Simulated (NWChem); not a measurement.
# TiOCl₂; SMILES [O]=[Ti]([Cl])[Cl]

Program: NWChem. Pople sets run with spherical d functions. The geometry was optimised at PBE0/def2-SVP.

Problem. Among these, which level gives the highest value of “highest occupied level (eV)”?
A. PBE0/3-21G
B. PBE0/STO-3G
C. PBE0/6-31G*

Solution. B, PBE0/STO-3G. Values: PBE0/3-21G -9.46; PBE0/6-31G* -9.36; PBE0/STO-3G -6.59
